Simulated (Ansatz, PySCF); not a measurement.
Gas-phase reaction in SMILES: [Cl][Mg][Cl] -> [Cl][Mg][Cl] as doublet, charge -1 (an electron is taken up)

Wanted: adiabatic electron affinity (0 K, with zero-point energies), in eV. Positive where the reaction releases energy. Conventions: spin-orbit terms left out; non-relativistic; 6-31G* and kin with 6d, 5d where marked; UHF or UKS for open shells; dispersion terms only where a functional's name holds one. Ab initio and DFT rows: single points at B3LYP-D3(BJ) geometries (Ansatz, a program for electronic structure), with unscaled harmonic terms from B3LYP/6-31G* (Ansatz) at its own minima. The spin state of an ion or metal species was assumed, not searched.

```json
[
 {"species": "[Cl][Mg][Cl]", "coefficient": "+1", "E at M06-2X/6-31G* (5d) (PySCF), Eh": "-1120.51599", "E at PBE/def2-TZVPD (Ansatz), Eh": "-1120.15690", "zero-point energy, kcal/mol": "1.63"},
 {"species": "[Cl][Mg][Cl] as doublet, charge -1", "coefficient": "-1", "E at M06-2X/6-31G* (5d) (PySCF), Eh": "-1120.55739", "E at PBE/def2-TZVPD (Ansatz), Eh": "-1120.19897", "zero-point energy, kcal/mol": "1.15"}
]
```

 1 Eh = 27.2114 eV and 1 eV = 23.0605 kcal/mol.

Question: Compute it at each level from the table.

Answer: 
- M06-2X/6-31G* (5d): the sum of coefficient times E is 0.04140 Eh, or 1.127 eV; the thermal terms add 0.021. Result: 1.15 eV.
- PBE/def2-TZVPD: the sum of coefficient times E is 0.04207 Eh, or 1.145 eV; the thermal terms add 0.021. Result: 1.17 eV.
